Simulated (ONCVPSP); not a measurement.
## How hard is this boron ONCV potential?

```
Element                 : boron
Generator               : ONCVPSP 4.0.1
Type                    : optimised norm-conserving Vanderbilt (ONCV)
Functional              : PBE
Relativity              : scalar-relativistic
Frozen core             : [He]
Valence charge          : 3
Reference configuration : 2s2 2p0.5 (charge +0.5)
Partial waves           : 2s: rc 1.60 bohr, ncon 4, nbas 8, qcut 4 1/bohr, 2 projectors, debl 0.7 Ha; 2p: rc 1.95 bohr, ncon 4, nbas 8, qcut 3.8 1/bohr, 3 projectors, debl 3.8 Ha
Local potential         : polynomial inside 1.10 bohr (lpopt 5, dvloc0 2 Ha)
Core correction         : polynomial model core, fcfact 0.25
```

Task: For each optimised wave give the share of its norm inside rc, the residual kinetic energy above qcut (Ha) and the cutoffs (Ha) for errors of 10, 1, 0.1 and 0.01 mHa per electron.

Result:

```tsv
wave	norm inside rc	residual KE	10 mHa	1 mHa	0.1 mHa	0.01 mHa
2s	0.427	1.7e-03	4.7	9.7	57.8	70.1
s projector 2	0.131	1.1e-03	3.5	8.3	20.5	72.7
2p	0.547	5.6e-03	6.4	25.2	51.0	60.1
p projector 2	0.167	2.2e-01	20.0	62.7	73.3	93.3
p projector 3	0.126	1.8e+00	16.5	31.9	64.9	93.7
```

The occupied waves need 25 Ha and 58 Ha for 1 and 0.1 mHa.
